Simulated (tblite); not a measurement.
Compound: C8H10FP.
Z-matrix (Å and degrees, GFN2-xTB geometry), rows numbered from 1:
```
C 
C   1  1.5224
P   2  1.8695  1  110.86
C   3  1.8310  2   97.38  1  -167.51
C   4  1.3903  3  122.37  2   103.55
C   5  1.3827  4  120.62  3   179.11
C   6  1.3828  5  118.75  4    -0.01
F   7  1.3499  6  118.98  5   179.63
C   7  1.3838  6  121.98  5    -0.55
C   9  1.3814  7  118.52  6     0.11
H   1  1.0886  2  110.64  3    61.89
H   1  1.0880  2  110.52  3   -57.84
H   1  1.0884  2  110.47  3  -178.00
H   2  1.0935  1  110.98  3  -121.90
H   2  1.0939  1  110.09  3   118.55
H   3  1.4022  2   95.11  1   -71.76
H   5  1.0810  4  119.83  3    -0.67
H   6  1.0788  5  121.35  4   179.87
H   9  1.0788  7  119.86  6  -179.54
H  10  1.0810  4  119.36  3     0.41
```

All values are computed: GFN2-xTB (tblite) harmonic vibrations without scaling, gas phase. This tight-binding method is rough: wavenumbers can miss measured ones by several per cent, in bad cases by 10 to 20. Modes of hydrogen on phosphorus can be 10 to 20 % off. One conformer, not necessarily the lowest.

Harmonic wavenumbers (cm⁻¹): 25.7, 61.0, 67.0, 156.0, 210.9, 219.0, 255.2, 329.7, 370.2, 384.3, 390.0, 485.0, 603.0, 613.9, 659.2, 685.7, 723.0, 802.2, 822.6, 847.4, 865.1, 875.0, 905.2, 918.6, 1004.6, 1012.3, 1035.7, 1072.8, 1113.9, 1118.6, 1166.7, 1220.8, 1231.4, 1249.9, 1256.7, 1319.9, 1397.4, 1410.7, 1450.1, 1465.3, 1494.4, 1497.9, 1578.9, 1588.7, 2244.1, 2938.7, 2950.6, 3020.3, 3024.0, 3033.9, 3069.1, 3071.3, 3105.0, 3105.9.

A = 3270, B = 510.0, C = 489.6 MHz; mass 156.050 u (most abundant isotopes); point group C1, symmetry number 1.

**Question.** Zero-point energy?

**Answer.** Half the sum of the wavenumbers: 33762 cm⁻¹ = 96.53 kcal/mol.

**Question.** Give the ideal-gas entropy at 298.15 K and 1 bar in the rigid-rotor, harmonic-oscillator model (classical rotation).

**Answer.** Translation 41.07, rotation 30.35, vibration 31.90: S = 103.3 cal/(mol K).

**Question.** And Cp and H(298.15 K) − H(0)?

**Answer.** Cp = 40.71 cal/(mol K), of which vibrations give 32.76 (their classical limit is 54 R = 107.3); H(298.15 K) − H(0) = 7.20 kcal/mol without the zero-point energy, 4.83 from vibrations.

**Question.** Blend soft modes into free rotors: weight 1/[1 + (100 cm⁻¹/ν̃)⁴] for the oscillator and the rest for a rotor with moment μB/(μ + B), μ = h/(8π²ν), B = 10⁻⁴⁴ kg m². What vibrational entropy results?

**Answer.** 28.21 cal/(mol K) in place of 31.90, which changes −T·S at 298.15 K by +1.10 kcal/mol.

**Question.** What must be added to the electronic energy to get the Gibbs energy at 298.15 K and 1 bar?

**Answer.** ZPE + [H(298.15 K) − H(0)] − T·S = 96.53 + 7.20 − 30.81 = 72.92 kcal/mol.

**Question.** How do the functions run with temperature in this model?

**Answer.** 
```csv
T (K),S (cal/(mol K)),Cp (cal/(mol K)),H − H(0) (kcal/mol),G − H(0) (kcal/mol),ln q(vib)
100,73.2,18.9,1.36,-5.97,2.45
200,89.5,29.4,3.77,-14.13,5.22
300,103.6,40.9,7.28,-23.80,7.95
500,129.5,61.4,17.62,-47.15,13.45
800,162.9,80.4,39.16,-91.19,21.47
1000,181.8,88.3,56.08,-125.71,26.48
```

q(vib) and H(0) count from the zero-point level.

Hindered rotation and anharmonicity are outside this model. Other conformers, if any are populated, would add a mixing term that is left out. The structure is chiral; the term R ln 2 for an equal mix with its mirror image is left out.
